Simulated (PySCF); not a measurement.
H$_{2}$Zn (SMILES [ZnH2]), singlet, geometry from GFN2-xTB (such geometries of metal compounds can be far from the true shape); PySCF with WB97X/6-31G**.

Here is a job for PySCF.
```python
from pyscf import gto, scf, dft

mol = gto.Mole()
mol.atom = '''
    Zn    0.00000000    0.00000000    0.00000000
    H    -0.00000000   -0.00000000   -1.49925704
    H     0.00000000    0.00000000    1.49925704
'''
mol.basis = '6-31g**'
mol.verbose = 4
mol.build()

mf = dft.RKS(mol)
mf.xc = 'wb97x'
mf.grids.atom_grid = (99, 590)
mf.grids.prune = None
mf.kernel()
```

The log (banner, timings and long lists left out):

```
PySCF version 2.14.0

[INPUT] verbose = 4
[INPUT] num. atoms = 3
[INPUT] num. electrons = 32
[INPUT] charge = 0
[INPUT] spin (= nelec alpha-beta = 2S) = 0
[INPUT] symmetry False subgroup None
[INPUT] Mole.unit = angstrom
[INPUT] Symbol           X                Y                Z      unit          X                Y                Z       unit  Magmom
[INPUT]  1 Zn     0.000000000000   0.000000000000   0.000000000000 AA    0.000000000000   0.000000000000   0.000000000000 Bohr   0.0
[INPUT]  2 H      0.000000000000   0.000000000000  -1.499257040000 AA    0.000000000000   0.000000000000  -2.833185195926 Bohr   0.0
[INPUT]  3 H      0.000000000000   0.000000000000   1.499257040000 AA    0.000000000000   0.000000000000   2.833185195926 Bohr   0.0

nuclear repulsion = 21.3540576475532
number of shells = 18
number of NR pGTOs = 111
number of NR cGTOs = 44
basis = 6-31g**
ecp = {}

******** <class 'pyscf.dft.rks.RKS'> ********
method = RKS
initial guess = minao
damping factor = 0
level_shift factor = 0
DIIS = <class 'pyscf.scf.diis.CDIIS'>
diis_start_cycle = 1
diis_space = 8
diis_damp = 0
SCF conv_tol = 1e-09
SCF conv_tol_grad = None
SCF max_cycles = 50
direct_scf = True
direct_scf_tol = 1e-13
XC library pyscf.dft.libxc version 7.1.2
    S. Lehtola, C. Steigemann, M. J. T. Oliveira, and M. A. L. Marques,  SoftwareX 7, 1–5 (2018)
XC functionals = wb97x
    J.-D. Chai and M. Head-Gordon,  J. Chem. Phys. 128, 084106 (2008)
radial grids:
    Treutler-Ahlrichs [JCP 102, 346 (1995); DOI:10.1063/1.469408] (M4) radial grids

becke partition: Becke, JCP 88, 2547 (1988); DOI:10.1063/1.454033
pruning grids: None
grids dens level: 3
symmetrized grids: False
atomic radii adjust function: <function treutler_atomic_radii_adjust>
User specified grid scheme (99, 590)
small_rho_cutoff = 0
Set gradient conv threshold to 3.16228e-05
Initial guess from minao.
tot grids = 175232
init E= -1779.77864308564
  HOMO = -0.309295010698492  LUMO = 0.0237949438488602  gap/eV = 9.06384
cycle= 1 E= -1780.24897077966  delta_E= -0.47  |g|= 0.154  |ddm|= 1.12
  HOMO = -0.378173611112117  LUMO = 0.0367543518879275  gap/eV = 11.29076
cycle= 2 E= -1780.25604878604  delta_E= -0.00708  |g|= 0.118  |ddm|= 0.261
  HOMO = -0.37911363305892  LUMO = 0.0402337059371761  gap/eV = 11.41102
cycle= 3 E= -1780.25754803501  delta_E= -0.0015  |g|= 0.0382  |ddm|= 0.0608
  HOMO = -0.381414277299942  LUMO = 0.0423350771194201  gap/eV = 11.53081
cycle= 4 E= -1780.25781799033  delta_E= -0.00027  |g|= 0.00291  |ddm|= 0.0447
  HOMO = -0.380579007672495  LUMO = 0.0425699940758013  gap/eV = 11.51447
cycle= 5 E= -1780.25782231887  delta_E= -4.33e-06  |g|= 0.000303  |ddm|= 0.00804
  HOMO = -0.380544912472257  LUMO = 0.0426442713836439  gap/eV = 11.51556
cycle= 6 E= -1780.25782239946  delta_E= -8.06e-08  |g|= 4.42e-05  |ddm|= 0.00143
  HOMO = -0.380528877396718  LUMO = 0.0426601714161016  gap/eV = 11.51556
cycle= 7 E= -1780.25782240081  delta_E= -1.35e-09  |g|= 2.52e-06  |ddm|= 0.000212
  HOMO = -0.380529045152583  LUMO = 0.0426599987478198  gap/eV = 11.51556
cycle= 8 E= -1780.25782240081  delta_E= -3.18e-12  |g|= 3.2e-07  |ddm|= 5.43e-06
  HOMO = -0.380529081789201  LUMO = 0.0426600003402114  gap/eV = 11.51556
Extra cycle  E= -1780.25782240081  delta_E= 1.36e-12  |g|= 1.66e-07  |ddm|= 6.39e-07
converged SCF energy = -1780.25782240081
```
